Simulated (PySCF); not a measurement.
# A small calculation by hand: entropy of an ideal gas

H3OSi, SMILES [OH+]=[SiH2], charge +1.

Coordinates come from a B3LYP-D3(BJ)/def2-TZVP optimisation. The isomer is the one that the SMILES or the coordinates give; other isomers of the formula were not compared.

B3LYP-D3(BJ)/def2-TZVP (PySCF) gives the harmonic wavenumbers 571, 608, 726, 735, 942, 1089, 2300, 2374, 3776 cm⁻¹ and the rotational temperatures 6.2446, 0.7839, 0.6965 K. The molar mass is 47.11 g/mol, the symmetry number 1, the spin multiplicity 1.

Problem. Work out the entropy at 298.15 K and 1 atm in the rigid-rotor, harmonic-oscillator model.

Solution. 
Translation (Sackur–Tetrode at 1 atm): S = R[1.5 ln M + 2.5 ln T − 1.16487] = 156.8 J/(mol K).
Rotation: q = (√π/σ) T^1.5/√(θA θB θC) = 4940, S = R[ln q + 3/2] = 83.2 J/(mol K).
Vibration: with u = 1.4388 ν/T, each mode gives R[u/(e^u − 1) − ln(1 − e^−u)]:
| ν (cm⁻¹) | modes | u | S (J/(mol K)) |
|---|---|---|---|
| 571 | 1 | 2.76 | 2.10 |
| 608 | 1 | 2.93 | 1.82 |
| 726 | 1 | 3.50 | 1.16 |
| 735 | 1 | 3.55 | 1.12 |
| 942 | 1 | 4.55 | 0.49 |
| 1089 | 1 | 5.26 | 0.27 |
The stiffer modes add less than 0.005 each. Sum 7.0 J/(mol K).
Spin: R ln 1 = 0.0 J/(mol K).
Total 247.0 J/(mol K); the program's own thermochemistry gives 247.0. Translation makes up 63 % and vibration 3 %. Anharmonicity, hindered rotation and orbital degeneracy are left out.
